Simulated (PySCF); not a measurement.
SMILES CC(C)C[SiH2]Cl (C4H11ClSi) at its GFN2-xTB optimised geometry (Å):

```
17

C      0.2359    -1.6983    -0.7169
C      0.5914    -0.6427     0.3249
C      2.1087    -0.4799     0.4082
C     -0.0632     0.7029     0.0000
Si    -1.9642     0.7029     0.0000
Cl    -2.5824     2.6292     0.0000
H      0.7586    -2.6292    -0.5082
H     -0.8325    -1.8982    -0.7162
H      0.5234    -1.3605    -1.7103
H      0.2271    -0.9822     1.3009
H      2.5824    -1.4247     0.6661
H      2.3777     0.2541     1.1648
H      2.5066    -0.1476    -0.5488
H      0.2863     1.4398     0.7289
H      0.3059     1.0427    -0.9717
H     -2.4891     0.0668     1.2079
H     -2.5297     0.0778    -1.1947
```

Level of theory: PBE0/def2-SVP run with PySCF.

Map of the Laplacian of the electron density (e/bohr⁵) on the plane z = 1.0 Å:

```
|%%%%%%%%%%%%%%%%%%%%%%%%%%%%%|
|%%%%%%%%%%%%%%%%%%%%%%%%%%%%%|
|%%%%%%%%%%%%%%%%%%%%%%%%%%%%%|
|%%%%%%%%%%%%%%%%%%%%%%%%%%%%%|
|%%%%%%%%%%%%%%%%%%%%%%%%%%%%%|
|%%%%%%@@%%%%%%%%%%%%%%%%%%%%%|
|%%%%%%@@@%%%%%%%%%%%%%%%%%%%%|
|%%%%%@@@@%%%%%%%%%%%%%%%%%%%%|
|%%%%%%@@@%%%%%%%%%%%%%%%%%%%%|
|%%%%%%%%%%%%%%@%%%%%%%%%%%%%%|
|%%%%%%%%%%%%%@#*@%%%%%%%%%%%%|
|%%%%%%%%%%%%%@%%@%%%%%%%%%%%%|
|%%%%%%%##%%%%@@@%%%%@@%%%%%%%|
|%%%%%%%-+#%%%@@@@%@@--@%%%%%%|
|%%%%%%# +%%%%@@@@@@%..%%%%%%%|
|%%%%%%%%%%%%%@@%@@@@*#@%%%%%%|
|%%%%%%%%%%%%%@*:#@@@@%@%%%%%%|
|%%%%%%%%%%%%%@+.#@@@%#@%%%%%%|
|%%%%%%%%%%%%%%@%@@@@%*%%%%%%%|
|%%%%%%%%%%%%%%%%%%%%%%%%%%%%%|
|%%%%%%%%%%%%%%%%%%%%%%%%%%%%%|
|%%%%%%%%%%%%%%%%%%%%%%%%%%%%%|
|%%%%%%%%%%%%%%%%%%%%%%%%%%%%%|
|%%%%%%%%%%%%%%%%%%%%%%%%%%%%%|
|%%%%%%%%%%%%%%%%%%%%%%%%%%%%%|
|%%%%%%%%%%%%%%%%%%%%%%%%%%%%%|
|%%%%%%%%%%%%%%%%%%%%%%%%%%%%%|
|%%%%%%%%%%%%%%%%%%%%%%%%%%%%%|
|%%%%%%%%%%%%%%%%%%%%%%%%%%%%%|
```
Scale: ten equal steps from -0.993 (start of ' ') to 0.217 (end of '@'), in the order ' .:-=+*#%@'; x runs from -5.00 to 5.00, y from -5.00 (bottom) to 5.00 (top).
